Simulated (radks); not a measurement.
Results of a calculation; reference values are marked as such.
Spherical quantum dot in the effective-mass picture: electrons in a parabolic well V = omega^2 r^2 / 2 with omega = 0.248, with a point charge +1 (a donor) at the centre, all in effective atomic units (hartree* = m*/eps^2 hartree, bohr* = eps/m* bohr), one dielectric constant everywhere. Level of theory: non-relativistic Kohn-Sham, PBE, spin-polarised, spherical densities (a radial shooting solver with Libxc functionals). Levels are named by radial order and angular momentum (1s, 1p, 1d, 2s, ...), and open shells are averaged over m. At N = 5 the configuration is 1s2 1p(up 3, down 0). Does electron 6 go into 1p down or 2s down or 2s up?

Answer. Into 1p down. The total energies of the other choices lie higher by 0.0216 hartree* (2s up), 0.0611 hartree* (2s down).
